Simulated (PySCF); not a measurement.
Species: C₃H₁₂B₂N₂.
SMILES with atom numbers: `[CH2:1]=[CH:2][B@@H-:3]1[NH2+:4][BH2-:5][N@H+:6]1[CH3:7]` (hydrogens: H8, H9 on C1; H10 on C2; H11 on B3; H12, H13 on N4; H14, H15 on B5; H16 on N6; H17, H18, H19 on C7)

Geometry (PBE0-D3(BJ)/def2-SVP, Å), atoms numbered from 1 in this order:
```xyz
19
C3H12B2N2 angstrom
C      2.4580   -0.6591    0.4481
C      1.8848    0.3479   -0.2210
B      0.3433    0.5016   -0.5713
N     -0.3528    1.7732    0.1137
B     -1.4531    0.7574    0.6648
N     -0.6184   -0.5148    0.1848
C     -1.2823   -1.5653   -0.5756
H      3.5349   -0.7098    0.6421
H      1.8784   -1.5115    0.8286
H      2.5581    1.1425   -0.5781
H      0.0925    0.5014   -1.7679
H     -0.6958    2.4842   -0.5248
H      0.2047    2.2266    0.8339
H     -2.4889    0.8542    0.0306
H     -1.5867    0.8097    1.8759
H     -0.1306   -0.9310    0.9773
H     -1.8068   -1.1135   -1.4267
H     -0.5510   -2.2914   -0.9624
H     -2.0207   -2.0942    0.0463
```

Computed with PySCF at PBE0/pcSseg-1, non-relativistic, on one gas-phase PBE0-D3(BJ)/def2-SVP geometry that isn't relaxed in the solvent. The solvent is an IEF-PCM continuum (Bondi radii, 1.10 Å for H, scaled by 1.2). The model holds no explicit solvent molecules, cavitation or dispersion.

| run | E − E(gas) (kcal/mol) | HOMO (eV) | HOMO–LUMO gap (eV) | dipole (D) |
| --- | --- | --- | --- | --- |
| gas | 0.00 | -7.16 | 7.43 | 0.45 |
| P | -4.83 | -7.18 | 7.48 | 0.63 |
| Q | -6.73 | -7.20 | 7.50 | 0.75 |

Q: The runs were made in acetonitrile and chloroform. Which run belongs to which solvent?

A: P = chloroform, Q = acetonitrile. The dielectric constants are 4.711 (chloroform), 35.69 (acetonitrile), and the energy falls further as ε rises. In this model the ground state sees the solvent through ε alone.

Q: How constant is the ratio of the lowering to (ε − 1)/(2ε + 1)?

A: 
```json
{"solvent": "chloroform", "(ε − 1)/(2ε + 1)": "0.356", "E − E(gas) (kcal/mol)": "-4.83", "ratio (kcal/mol)": "-13.6", "polarisation term (kcal/mol)": "-5.30"}
{"solvent": "acetonitrile", "(ε − 1)/(2ε + 1)": "0.479", "E − E(gas) (kcal/mol)": "-6.73", "ratio (kcal/mol)": "-14.0", "polarisation term (kcal/mol)": "-7.67"}
```

The ratio changes by +3.5 % in size from chloroform to acetonitrile. The polarisation term is half the interaction of the solute with the induced surface charges.
